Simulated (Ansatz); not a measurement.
## Ansatz (development build ahead of 0.2.0) run

```yaml
crystal:
  periodic: [false, false, false]
  atoms:
    - { symbol: C, position_ang: [0.0, 0.0, 0.0] }
    - { symbol: Si, position_ang: [2.7096, 0.0, 0.0] }
    - { symbol: Si, position_ang: [-1.3548, 2.3466, 0.0] }
    - { symbol: Si, position_ang: [-1.3548, -2.3466, 0.0] }
basis:
  gaussian: { orbitals: pcseg-2 }
magnetization:
  spin_polarized: true
  initial_magnetization: 2
hamiltonian:
  xc: pbe0
```

The input is written out in the form of the current development build from the run's settings.

The run gave:

```yaml
Converged: yes
Total_energy: -905.71525 hartree
Spin_squared_of_the_determinant: 2.751
Stability_test: minimum
```

Caution: the unrestricted determinant is spin contaminated; other spin multiplicities may lie lower.
